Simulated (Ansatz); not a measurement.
`C#Cc1ccc(C#Cc2ccc(C#Cc3ccc(C#Cc4ccc(C#Cc5ccc(C#Cc6ccc(C#Cc7ccc(C#Cc8ccccc8)cc7)cc6)cc5)cc4)cc3)cc2)cc1`, relaxed as a singlet with RKS PBE-D4/def2-SVP in Ansatz, starting from the GFN2-xTB geometry. Force threshold 0.03 eV/Å.

Single mean-field runs in def2-SVP are fitted with def2-universal-jkfit.

Start:

```xyz
98

C   -11.667   -4.401   24.134
C   -11.161   -4.282   23.052
C   -10.568   -4.144   21.774
C   -11.171   -3.344   20.802
C   -10.596   -3.211   19.556
C    -9.405   -3.878   19.258
C    -8.812   -3.743   17.983
C    -8.298   -3.628   16.896
C    -7.698   -3.489   15.626
C    -8.281   -4.082   14.504
C    -7.697   -3.944   13.264
C    -6.515   -3.214   13.120
C    -5.914   -3.073   11.850
C    -5.397   -2.955   10.764
C    -4.798   -2.800    9.496
C    -3.559   -3.385    9.223
C    -2.970   -3.218    7.988
C    -3.607   -2.463    7.001
C    -3.000   -2.277    5.741
C    -2.484   -2.104    4.662
C    -1.875   -1.879    3.410
C    -2.496   -2.304    2.233
C    -1.905   -2.066    1.012
C    -0.684   -1.391    0.940
C    -0.086   -1.117   -0.308
C     0.429   -0.863   -1.372
C     1.034   -0.532   -2.602
C     1.329   -1.521   -3.544
C     1.927   -1.186   -4.739
C     2.241    0.146   -5.020
C     2.860    0.503   -6.236
C     3.393    0.840   -7.266
C     4.019    1.257   -8.460
C     3.408    1.038   -9.697
C     4.011    1.471  -10.857
C     5.241    2.131  -10.804
C     5.854    2.604  -11.985
C     6.386    3.038  -12.979
C     7.005    3.562  -14.134
C     7.798    2.750  -14.948
C     8.408    3.272  -16.068
C     8.237    4.618  -16.398
C     8.869    5.163  -17.537
C     9.412    5.646  -18.502
C    10.051    6.215  -19.627
C    11.329    6.761  -19.503
C    11.948    7.322  -20.602
C    11.306    7.346  -21.830
C    10.037    6.804  -21.957
C     9.407    6.241  -20.864
C     7.440    5.430  -15.587
C     6.831    4.908  -14.467
C     5.859    2.339   -9.569
C     5.254    1.908   -8.409
C     1.940    1.136   -4.080
C     1.345    0.801   -2.885
C    -0.060   -0.970    2.118
C    -0.648   -1.214    3.340
C    -4.848   -1.882    7.272
C    -5.437   -2.048    8.506
C    -5.932   -2.623   14.243
C    -6.517   -2.758   15.482
C    -8.801   -4.679   20.231
C    -9.377   -4.809   21.476
H   -12.109   -4.505   25.080
H   -12.093   -2.829   21.034
H   -11.059   -2.589   18.804
H    -9.193   -4.649   14.619
H    -8.146   -4.404   12.395
H    -3.068   -3.970    9.987
H    -2.012   -3.669    7.773
H    -3.443   -2.820    2.292
H    -2.386   -2.392    0.101
H     1.088   -2.551   -3.324
H     2.164   -1.950   -5.466
H     2.453    0.533   -9.733
H     3.537    1.309  -11.814
H     7.932    1.709  -14.689
H     9.023    2.647  -16.698
H    11.823    6.739  -18.543
H    12.937    7.746  -20.501
H    11.794    7.786  -22.687
H     9.536    6.821  -22.914
H     8.417    5.820  -20.955
H     7.308    6.471  -15.846
H     6.216    5.534  -13.837
H     6.814    2.844   -9.534
H     5.728    2.072   -7.452
H     2.176    2.166   -4.305
H     1.112    1.565   -2.157
H     0.886   -0.452    2.061
H    -0.170   -0.886    4.252
H    -5.335   -1.294    6.507
H    -6.394   -1.596    8.720
H    -5.019   -2.056   14.129
H    -6.069   -2.300   16.352
H    -7.881   -5.196   19.997
H    -8.911   -5.427   22.231
```

Task: Estimate the energy that the relaxation releases and the steps that it takes.

Result: 1.45 eV, in 44 steps; 2.7 min on 11 threads of AMD EPYC 7R13 on a shared host and a whole NVIDIA H100 80GB HBM3. The force fell under the threshold at step 38, but the optimiser went on. No frequencies were taken in this run, so the end may be a saddle point.

Task: Does the start keep its bonding and symmetry?

Result: By distances, no bond broke or formed. The bond that changes most is C1–H65, from 1.05 to 1.08 Å (atoms count from 1).

Task: Predict the relaxed structure.

Result: 
Cartesian coordinates in Å:
```
C -11.917 -4.540 24.488
C -11.397 -4.432 23.382
C -10.792 -4.305 22.096
C -11.527 -4.598 20.917
C -10.937 -4.474 19.661
C -9.586 -4.051 19.531
C -8.984 -3.921 18.251
C -8.460 -3.805 17.140
C -7.855 -3.666 15.864
C -8.578 -3.968 14.677
C -7.985 -3.825 13.425
C -6.642 -3.372 13.302
C -6.039 -3.216 12.028
C -5.511 -3.071 10.922
C -4.899 -2.889 9.655
C -3.571 -2.392 9.555
C -2.972 -2.199 8.313
C -3.674 -2.496 7.112
C -3.065 -2.283 5.848
C -2.531 -2.081 4.754
C -1.911 -1.828 3.503
C -2.571 -2.135 2.282
C -1.965 -1.868 1.057
C -0.672 -1.280 0.996
C -0.058 -0.987 -0.249
C 0.481 -0.711 -1.325
C 1.106 -0.371 -2.552
C 0.513 -0.713 -3.798
C 1.123 -0.360 -4.999
C 2.353 0.354 -5.010
C 2.969 0.734 -6.230
C 3.509 1.083 -7.284
C 4.134 1.504 -8.486
C 3.615 1.125 -9.754
C 4.225 1.553 -10.931
C 5.380 2.381 -10.894
C 5.996 2.830 -12.091
C 6.535 3.233 -13.125
C 7.156 3.708 -14.310
C 6.690 3.306 -15.592
C 7.298 3.779 -16.752
C 8.398 4.677 -16.684
C 9.015 5.165 -17.867
C 9.552 5.593 -18.891
C 10.170 6.090 -20.073
C 11.223 7.040 -19.993
C 11.827 7.527 -21.157
C 11.399 7.079 -22.419
C 10.359 6.138 -22.511
C 9.747 5.646 -21.353
C 8.864 5.078 -15.402
C 8.258 4.604 -14.242
C 5.902 2.756 -9.625
C 5.294 2.326 -8.449
C 2.949 0.689 -3.763
C 2.341 0.334 -2.563
C -0.009 -0.981 2.218
C -0.614 -1.250 3.442
C -5.000 -3.000 7.212
C -5.598 -3.192 8.454
C -5.919 -3.073 14.490
C -6.512 -3.217 15.741
C -8.852 -3.758 20.712
C -9.443 -3.883 21.968
H -12.375 -4.635 25.462
H -12.573 -4.926 21.007
H -11.515 -4.703 18.754
H -9.617 -4.318 14.760
H -8.554 -4.061 12.514
H -3.019 -2.156 10.476
H -1.946 -1.811 8.248
H -3.573 -2.585 2.316
H -2.487 -2.106 0.118
H -0.440 -1.260 -3.802
H 0.654 -0.627 -5.957
H 2.720 0.488 -9.796
H 3.813 1.255 -11.906
H 5.839 2.613 -15.657
H 6.929 3.461 -17.738
H 11.554 7.388 -19.004
H 12.641 8.264 -21.080
H 11.877 7.465 -23.333
H 10.021 5.785 -23.497
H 8.932 4.909 -21.421
H 9.715 5.772 -15.338
H 8.627 4.922 -13.256
H 6.796 3.395 -9.584
H 5.705 2.625 -7.474
H 3.902 1.239 -3.759
H 2.810 0.602 -1.605
H 0.993 -0.529 2.183
H -0.092 -1.011 4.381
H -5.551 -3.234 6.290
H -6.626 -3.578 8.519
H -4.880 -2.723 14.407
H -5.943 -2.981 16.653
H -7.806 -3.430 20.624
H -8.866 -3.654 22.876
```
Bond lengths: 71 × C–C 1.23 to 1.43 Å; 34 × C–H 1.08 to 1.10 Å.
